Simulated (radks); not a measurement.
Results of a calculation; reference values are marked as such.
Ni+, configuration [Ar] 3d9 (the NIST ground configuration). Level of theory: scalar-relativistic Kohn-Sham, PBE, spin-unpolarised, spherical densities, finite nucleus; Fermi nuclear charge, rms radius 3.7757 fm (a radial shooting solver on a logarithmic mesh with Libxc functionals). Some entries of the table are withheld. Estimate them.

| orbital | occ. | eigenvalue (hartree) | <1/r> (bohr^-1) | <r> (bohr) |
|---|---|---|---|---|
| 1s | 2 | -301.9146 | 28.09 | (1) |
| 2s | 2 | -36.17440 | 6.071 | 0.2449 |
| 2p | 6 | (2) | 5.958 | 0.2153 |
| 3s | 2 | -4.20147 | 1.909 | 0.7438 |
| 3p | 6 | -2.74971 | 1.757 | 0.7853 |
| 3d | 9 | -0.47639 | 1.307 | 1.073 |

Answer. 
(1) 1s <r> (bohr): 0.05409
(2) 2p eigenvalue (hartree): -31.13745
